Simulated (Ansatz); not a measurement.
Cost and result for the atomization energy of `BC[SiH](N)F` (12 atoms, 11 bonds).

Cartesian coordinates in Å:
```
B -1.5366 1.2438 -0.6785
C -0.2117 0.9844 0.0562
Si 0.2903 -0.8060 -0.1504
N 1.6403 -1.1267 0.8280
F -0.9935 -1.7001 0.2184
H -1.5410 1.4583 -1.8576
H -2.5836 1.1911 -0.1024
H -0.2597 1.1502 1.1380
H 0.6418 1.5245 -0.3688
H 0.6465 -1.1697 -1.5393
H 2.2072 -1.9446 0.6762
H 1.6999 -0.8051 1.7801
```

The species carries charge 0 and has multiplicity 1. All single points use the PBE0-D4/def2-TZVP geometry. It is one conformer, not always the lowest. Program: Ansatz. All runs use 4 threads of an Intel Xeon 6975P-C on a shared host. Times are those of one run each, without the atoms' runs, and a repeat can differ threefold. Electronic energies, without spin–orbit coupling; frozen cores. CCSD(T)/CBS adds CCSD(T) − MP2 in def2-TZVPP to the MP2 limit, and its time is that of the two runs behind it. T1 = 0.011. HSE06 is the plane-wave form, built on full-range PBE exchange.

CCSD(T)/CBS is a level of theory with its own doubt, some kJ/mol a heavy atom from the limit and from the frozen cores, so smaller differences don't rank the functionals.

| level | functions | wall time |
| --- | --- | --- |
| LDA (SPW92)/def2-TZVPP | 264 | 0.7 s |
| revPBE-D4/def2-TZVPP | 264 | 1.1 s |
| BLYP-D4/def2-TZVPP | 264 | 1.1 s |
| BHLYP-D4/def2-TZVPP | 264 | 1.6 s |
| HSE06-D4/def2-TZVPP | 264 | 1.8 s |
| r2SCAN-D4/def2-TZVPP (with forces) | 264 | 2.1 s |
| CCSD(T)/def2-SVP | 109 | 2.6 s |
| PBE-QIDH/def2-TZVPP | 264 | 2.9 s |
| ωB97X-V/def2-TZVPP | 264 | 3.7 s |
| ωB97M-V/def2-TZVPP (with forces) | 264 | 5 s |
| MP2/def2-QZVPP | 508 | 13 s |
| CCSD(T)/def2-TZVPP | 264 | 43 s |
| CCSD(T)/CBS(def2) | – | 55 s |

(1) What atomization energy does each give, and how far from CCSD(T)/CBS? (Best estimate.)

Answers

(1) Ansatz gave: 
```json
{"level": "LDA (SPW92)/def2-TZVPP", "atomization (kcal/mol)": "1197.7", "difference from CCSD(T)/CBS": "135.0", "per bond": "12.3"}
{"level": "revPBE-D4/def2-TZVPP", "atomization (kcal/mol)": "1049.6", "difference from CCSD(T)/CBS": "-13.1", "per bond": "-1.2"}
{"level": "BLYP-D4/def2-TZVPP", "atomization (kcal/mol)": "1060.3", "difference from CCSD(T)/CBS": "-2.4", "per bond": "-0.2"}
{"level": "BHLYP-D4/def2-TZVPP", "atomization (kcal/mol)": "1041.8", "difference from CCSD(T)/CBS": "-20.9", "per bond": "-1.9"}
{"level": "HSE06-D4/def2-TZVPP", "atomization (kcal/mol)": "1060.5", "difference from CCSD(T)/CBS": "-2.2", "per bond": "-0.2"}
{"level": "r2SCAN-D4/def2-TZVPP (with forces)", "atomization (kcal/mol)": "1064.0", "difference from CCSD(T)/CBS": "1.3", "per bond": "0.1"}
{"level": "CCSD(T)/def2-SVP", "atomization (kcal/mol)": "993.9", "difference from CCSD(T)/CBS": "-68.8", "per bond": "-6.3"}
{"level": "PBE-QIDH/def2-TZVPP", "atomization (kcal/mol)": "1054.9", "difference from CCSD(T)/CBS": "-7.8", "per bond": "-0.7"}
{"level": "ωB97X-V/def2-TZVPP", "atomization (kcal/mol)": "1067.2", "difference from CCSD(T)/CBS": "4.5", "per bond": "0.4"}
{"level": "ωB97M-V/def2-TZVPP (with forces)", "atomization (kcal/mol)": "1068.2", "difference from CCSD(T)/CBS": "5.5", "per bond": "0.5"}
{"level": "MP2/def2-QZVPP", "atomization (kcal/mol)": "1067.0", "difference from CCSD(T)/CBS": "4.3", "per bond": "0.4"}
{"level": "CCSD(T)/def2-TZVPP", "atomization (kcal/mol)": "1034.8", "difference from CCSD(T)/CBS": "-27.9", "per bond": "-2.5"}
{"level": "CCSD(T)/CBS(def2)", "atomization (kcal/mol)": "1062.7", "difference from CCSD(T)/CBS": "0.0", "per bond": "0.0"}
```

At CCSD(T), def2-SVP lies −68.8 kcal/mol from the extrapolated value and def2-TZVPP −28.0 kcal/mol: correlation converges slowly with the basis, and small sets miss more of it in the bonded molecule than in its fragments. In def2-TZVPP, CCSD(T) changes the Hartree–Fock value by +237.3 kcal/mol (the triples alone add +12.3 kcal/mol) and MP2 by +252.7 kcal/mol; breaking electron pairs costs correlation energy, which Hartree–Fock lacks. Leaving LDA and LC-ωPBE aside and taking each functional with its dispersion term where it has one, the values, not all of them listed here, spread over 31.7 kcal/mol, from BHLYP-D4 to PBE-D4. LDA lies +129.7 kcal/mol from PBE without D4, its usual overbinding.
